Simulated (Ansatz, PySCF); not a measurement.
Process, species as SMILES: [I][Sn][I] → [Sn][I] + I atom (the I-Sn bond at the site shown breaks; other sites are not compared here)
Structures are relaxed separately at B3LYP-D3(BJ)/def2-TZVP in Ansatz (a first-principles code). Frequencies are from Ansatz or PySCF. A spin state is the lowest found, not a proven ground state.

Property: bond dissociation energy (enthalpy at 298 K, with B3LYP-D3(BJ) rigid-rotor harmonic-oscillator terms), in kcal/mol. Cores are frozen in the correlated levels unless marked. UHF or UKS for open shells. No spin-orbit coupling. Frozen are the shells of the preceding noble gas and the d and f shells that filled before the atom's block. Past Kr the def2 sets carry scalar-relativistic core potentials. STO-3G rows are all-electron and non-relativistic. CBS(X,Y): correlation extrapolated as X^-3; Hartree-Fock from the larger set.

| level | program | bond dissociation energy (kcal/mol) |
|---|---|---|
| PBE-D4/def2-TZVPD | Ansatz + dftd4 | 75.6 |
| r2SCAN-D4/def2-TZVPD | Ansatz + dftd4 | 72.3 |
| PBE0/STO-3G | Ansatz | 94.6 |
| PBE0-D4/def2-TZVPD | Ansatz + dftd4 | 72.4 |
| BHLYP-D3(BJ)/def2-TZVPD | Ansatz + dftd3 | ___ |
| r2SCANh-D4/def2-TZVPD | Ansatz + dftd4 | 71.1 |
| CAM-B3LYP-D4/def2-TZVPD | Ansatz + dftd4 | ___ |
| LC-wPBE/def2-TZVPD | Ansatz | 64.2 |
| PBE-QIDH/def2-TZVPD | Ansatz | ___ |
| SCS-MP2/STO-3G | Ansatz | 79.6 |
| SCS-MP2/def2-TZVPP | Ansatz | 66.6 |
| SCS-MP2/def2-QZVPP | Ansatz | 70.0 |
| CCSD/def2-SVP | Ansatz | 59.2 |
| CCSD/def2-SVPD | Ansatz | 60.6 |
| CCSD(T)/CBS(def2-TZVPP,def2-QZVPP) | Ansatz | 71.7 |

Fill in the missing entries.


- BHLYP-D3(BJ)/def2-TZVPD, bond dissociation energy (kcal/mol): 68.2
- CAM-B3LYP-D4/def2-TZVPD, bond dissociation energy (kcal/mol): 67.8
- PBE-QIDH/def2-TZVPD, bond dissociation energy (kcal/mol): 69.9
